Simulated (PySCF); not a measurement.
Name the molecule from its bond curve

A diatomic of charge +1 contains As. Its triplet curve at PBE0 in a triple-zeta basis (no relativity, PySCF), in eV from the separated fragments:

| R (Å) | E (eV) |
| --- | --- |
| 1.829 | -1.993 |
| 1.914 | -2.351 |
| 1.999 | -2.544 |
| 2.063 | -2.611 |
| 2.127 | -2.628 |
| 2.191 | -2.608 |
| 2.276 | -2.541 |
| 2.382 | -2.417 |
| 2.510 | -2.237 |
| 2.680 | -1.983 |

The fit gives ωe = 560 cm⁻¹ and the rotational constant Bₑ = 0.4656 cm⁻¹.

Q: Which atom is the partner?

A: The minimum lies at 2.122 Å, so the reduced mass is 16.8576 u Å² cm⁻¹/(Bₑ·Re²) = 8.041 u. With As at 74.92 u the partner weighs about 9.0 u: Be. The molecule is BeAs⁺.

Spin–orbit coupling is left out. The state is the lowest determinant that a PBE0 search found; another state may lie lower at other levels.
